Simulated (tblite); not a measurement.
Record of a relaxation.

BrH₇PSi₃ (doublet state).
Atom-mapped SMILES: `[SiH3:1][P:2]([SiH3:3])[SiH:4][Br:5]` (hydrogens: H6, H7, H8 on Si1; H9, H10, H11 on Si3; H12 on Si4)

Computed with GFN2-xTB (tblite), gas phase: L-BFGS steps from a force-field or distance-geometry start until the largest atomic force falls under 0.01 eV/Å. 6 of its 187 geometries are shown.

Step 0: E = -418.0706 eV, largest atomic force 1.283 eV/Å
```
atom  x, y, z in Å  |  force x, y, z in eV/Å
Si1     1.962   -0.180    0.104    0.684   0.167   0.431
P2     -0.050   -0.073   -0.764    0.469   0.138  -0.654
Si3    -1.096    1.675    0.002   -0.321   1.158   0.450
Si4    -1.170   -1.918   -0.774   -0.314  -0.702  -0.152
Br5    -2.794   -2.065    0.771    0.226  -0.065  -0.011
H6      2.666    1.108   -0.041   -0.381  -0.145   0.035
H7      1.882   -0.618    1.497   -0.034   0.061   0.070
H8      2.732   -1.164   -0.633   -0.072  -0.241  -0.222
H9     -0.127    2.467    0.787   -0.038  -0.251  -0.095
H10    -1.469    2.520   -1.149   -0.017  -0.321   0.092
H11    -2.237    1.367    0.868    0.053  -0.148  -0.146
H12    -0.298   -3.119   -0.694   -0.255   0.348   0.202
```

Step 37: E = -418.3568 eV, largest atomic force 0.097 eV/Å
```
atom  x, y, z in Å  |  force x, y, z in eV/Å
Si1     1.824   -0.265    0.104    0.005  -0.064   0.050
P2      0.049    0.136   -1.179    0.001  -0.039  -0.020
Si3    -1.073    1.704   -0.047   -0.014   0.020   0.043
Si4    -1.080   -1.761   -0.868    0.036   0.017   0.014
Br5    -2.271   -1.925    1.028   -0.018  -0.002   0.052
H6      2.598    0.971    0.132   -0.050  -0.023  -0.018
H7      1.397   -0.670    1.442    0.012   0.011   0.060
H8      2.543   -1.362   -0.542   -0.037   0.033  -0.025
H9     -0.072    2.409    0.751    0.006   0.047  -0.057
H10    -1.681    2.524   -1.091    0.020  -0.020   0.041
H11    -2.070    1.115    0.845    0.002   0.006  -0.051
H12    -0.164   -2.877   -0.599    0.036   0.014  -0.089
```

Step 74: E = -418.4334 eV, largest atomic force 0.037 eV/Å
```
atom  x, y, z in Å  |  force x, y, z in eV/Å
Si1     1.776   -0.312    0.311    0.022   0.014  -0.001
P2      0.120    0.133   -1.118   -0.005  -0.009   0.004
Si3    -1.046    1.756   -0.124    0.020  -0.001  -0.023
Si4    -1.238   -1.600   -0.845   -0.001   0.018   0.005
Br5    -1.527   -2.200    1.303   -0.005  -0.026  -0.026
H6      2.591    0.897    0.328   -0.014  -0.004  -0.018
H7      1.282   -0.643    1.644   -0.020   0.000   0.018
H8      2.464   -1.444   -0.304    0.003  -0.005   0.012
H9     -0.077    2.688    0.445   -0.008  -0.004  -0.019
H10    -1.828    2.333   -1.213   -0.015   0.012   0.023
H11    -1.920    1.203    0.911    0.017   0.005   0.014
H12    -0.596   -2.812   -1.365    0.004   0.000   0.011
```

Step 112: E = -418.4792 eV, largest atomic force 0.050 eV/Å
```
atom  x, y, z in Å  |  force x, y, z in eV/Å
Si1     1.679   -0.280    0.600    0.014   0.002   0.001
P2      0.129    0.016   -0.982    0.006   0.011   0.013
Si3    -0.917    1.815   -0.196   -0.004   0.014  -0.017
Si4    -1.387   -1.579   -0.711    0.015  -0.007   0.047
Br5    -0.667   -3.133    0.748   -0.013  -0.015  -0.012
H6      2.563    0.869    0.428    0.012   0.009   0.008
H7      1.053   -0.279    1.922    0.007  -0.026  -0.022
H8      2.332   -1.543    0.282   -0.008  -0.009   0.006
H9      0.006    2.928   -0.384   -0.003  -0.004   0.017
H10    -2.118    1.947   -1.014   -0.029  -0.013  -0.003
H11    -1.262    1.630    1.216    0.002   0.010  -0.040
H12    -1.411   -2.391   -1.935    0.002   0.028   0.003
```

Step 149: E = -418.5184 eV, largest atomic force 0.026 eV/Å
```
atom  x, y, z in Å  |  force x, y, z in eV/Å
Si1     1.780   -0.282    0.764    0.001   0.009  -0.011
P2      0.211   -0.072   -0.811    0.011  -0.008   0.003
Si3    -0.918    1.776   -0.320    0.002  -0.008   0.018
Si4    -1.302   -1.591   -0.284    0.004   0.007   0.005
Br5    -0.320   -3.593   -0.409    0.009  -0.024   0.004
H6      2.688    0.840    0.543   -0.001  -0.009   0.004
H7      1.147   -0.203    2.083   -0.003   0.006   0.005
H8      2.397   -1.583    0.541   -0.005   0.006  -0.007
H9     -0.205    2.869   -0.967    0.001   0.011   0.007
H10    -2.252    1.565   -0.875   -0.008   0.013  -0.015
H11    -0.997    1.950    1.130    0.004  -0.001  -0.007
H12    -2.230   -1.676   -1.421   -0.013  -0.003  -0.005
```

Step 186: E = -418.5225 eV, largest atomic force 0.009 eV/Å
```
atom  x, y, z in Å  |  force x, y, z in eV/Å
Si1     1.789   -0.266    0.705    0.000   0.006  -0.005
P2      0.179   -0.084   -0.832   -0.008  -0.001   0.004
Si3    -0.921    1.773   -0.310   -0.003   0.002   0.004
Si4    -1.315   -1.599   -0.239    0.004   0.003  -0.002
Br5    -0.320   -3.601   -0.293    0.000   0.000   0.000
H6      2.664    0.879    0.474    0.002  -0.003   0.001
H7      1.188   -0.214    2.040   -0.001   0.000   0.000
H8      2.433   -1.548    0.450   -0.002   0.000   0.001
H9     -0.060    2.882   -0.700   -0.001  -0.002   0.001
H10    -2.157    1.718   -1.085    0.007  -0.003   0.001
H11    -1.220    1.796    1.122    0.002  -0.001  -0.005
H12    -2.260   -1.736   -1.357    0.000   0.000   0.000
```

Problem. Summarise the path.

Solution. The energy falls by 0.4518 eV from step 0 to step 186; nine tenths of that is first reached at step 109. It rises by more than 0.2 meV at step 88. The largest force goes from 1.283 to 0.009 eV/Å. Among the bonds P2–Si4 changes most, from 2.159 to 2.209 Å; the atoms move by 1.400 Å rms after alignment.

The cost below is that of the whole relaxation. Hardware: an Arm Neoverse V1 with one thread, on a shared host. Cost: 1.7 s.
